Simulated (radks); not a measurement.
The numbers below are computed, except where a source is named.
Sb, 51 electrons, occupied as [Kr] 4d10 5s2 5p3. Code: a radial shooting solver on a logarithmic mesh with Libxc functionals. Model: scalar-relativistic Kohn-Sham, r2SCAN, spin-unpolarised, spherical densities, finite nucleus; meta-GGA in the generalised Kohn-Sham scheme; Fermi nuclear charge, rms radius 4.6802 fm.

Unscreened Slater integrals over Kohn-Sham orbitals (eV).

integral,value
"F0(5p,5p)",8.5160
"F2(5p,5p)",4.4723
"F0(5p,5s)",9.4723
"G1(5p,5s)",6.0243
"F0(5p,4d)",10.907
"F2(5p,4d)",2.6621
"G1(5p,4d)",0.85644
"G3(5p,4d)",0.75363
"F0(5p,4p)",11.069
"F2(5p,4p)",2.1471
"G0(5p,4p)",0.38274
"G2(5p,4p)",0.48578
"F0(5s,5s)",10.907
"F0(5s,4d)",13.510
"G2(5s,4d)",1.6806
"F0(5s,4p)",13.807
"G1(5s,4p)",0.84538
"F0(4d,4d)",23.939
"F2(4d,4d)",12.048
"F4(4d,4d)",7.9502
"F0(4d,4p)",26.004
"F2(4d,4p)",13.118
"G1(4d,4p)",16.659
"G3(4d,4p)",10.277
"F0(4p,4p)",28.678
"F2(4p,4p)",15.079

Derived for the open shells (J is the average intra-shell exchange parameter used in DFT+U). 5p: J = F2/5 = 0.8945 eV.
